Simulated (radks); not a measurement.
The numbers below are computed, except where a source is named.
Task: The mean radii <r> (bohr) of the occupied orbitals of an atom or ion are listed with their occupations. Code: a radial shooting solver on a logarithmic mesh with Libxc functionals. Model: Dirac Kohn-Sham, PBE, spin-unpolarised, spherical densities, point nucleus.

| orbital | occ. | <r> |
|---|---|---|
| 1s1/2 | 2 | 0.01866 |
| 2s1/2 | 2 | 0.07792 |
| 2p1/2 | 2 | 0.06452 |
| 2p3/2 | 4 | 0.07223 |
| 3s1/2 | 2 | 0.1953 |
| 3p1/2 | 2 | 0.1845 |
| 3p3/2 | 4 | 0.1970 |
| 3d3/2 | 2 | 0.1703 |
| 3d5/2 | 3 | 0.1742 |

Name the element and its charge. Open shells, if any, are shared by 2j + 1.

Result: Z = 73, tantalum, charge +50: Ta50+ in [Ar] 3d5. The 1s radius gives Z: for a bare nucleus <r> = (2 gamma + 1)/(2Z) with gamma = sqrt(1 - (Z/c)^2), 0.01844 bohr for Z = 73, and screening makes it slightly larger (0.01866 here). The occupations add up to 23, and the charge is Z minus that.
